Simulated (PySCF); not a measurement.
**Working out the ionisation energy of Cd**

Cd [Kr] 4d10 5s2 (1S) → Cd⁺ [Kr] 4d10 5s1 (2S). All numbers are calculated (PySCF 2.14, a scalar-relativistic core potential, in def2-TZVP with the def2 core potential (28 electrons)). Frozen: 4s2 4p6. Energies in hartree (1 hartree = 27.21139 eV):

```json
{"part": "UHF", "Cd (lower)": "-166.883923", "Cd⁺ (upper)": "-166.614243"}
{"part": "CCSD correlation", "Cd (lower)": "-0.319802", "Cd⁺ (upper)": "-0.276728"}
{"part": "(T)", "Cd (lower)": "-0.005797", "Cd⁺ (upper)": "-0.002927"}
```

What does Hartree-Fock give?

(-166.614243) − (-166.883923) = 0.269680 hartree = 7.338 eV.

What do CCSD and CCSD(T) give?

The CCSD correlation energies differ by 0.043074 hartree = 1.172 eV and the triples by 0.002870 hartree = 0.078 eV, so CCSD gives 8.510 eV and CCSD(T) 8.588 eV.

Measured between the centres of the two terms (NIST): 8.994 eV, so CCSD(T) (valence) is off by -0.406 eV.

What remains against the reference includes basis incompleteness, the frozen core and higher excitations.
